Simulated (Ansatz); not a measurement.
Gas-phase electronic energies from Ansatz, PBE0-D4/def2-TZVP geometries. CCSD(T)/CBS is the MP2 limit (def2-TZVPP, def2-QZVPP) plus CCSD(T) − MP2 in def2-TZVPP, frozen cores. This one scheme is used for every species. For Br outer-core shells are correlated without core-valence functions, which leaves a few kJ/mol of doubt a bond. Scalar relativity is left out up to krypton.

Reaction (silylene formation by 1,1-elimination): `C[SiH](F)Br` → HBr + `C[Si]F`

```csv
species,CCSD(T)/CBS(def2) energy (Eh)
`C[SiH](F)Br`,-3002.78099
HBr,-2573.91920
`C[Si]F`,-428.74649
```

(1) Work out ΔE.

Largest T1 diagnostic among the species: 0.014.

Results:

(1) ΔE = (-2573.91920) + (-428.74649) − (-3002.78099) = 0.11530 Eh = +3.14 eV.

The D4 term adds +0.13 eV with B3LYP and +0.07 eV with PBE0; it sums over pairs of atoms, weighted by their polarisabilities, and B3LYP, whose exchange is more repulsive, gets the larger term. From r2SCAN to r2SCAN0 (25 % exact exchange), in def2-TZVPP and without D4, ΔE moves by +0.07 eV. At CCSD(T), def2-SVP lies −0.27 eV from the extrapolated value and def2-TZVPP −0.09 eV.

B3LYP here is the variant with VWN-RPA as its local correlation; programs differ in this.
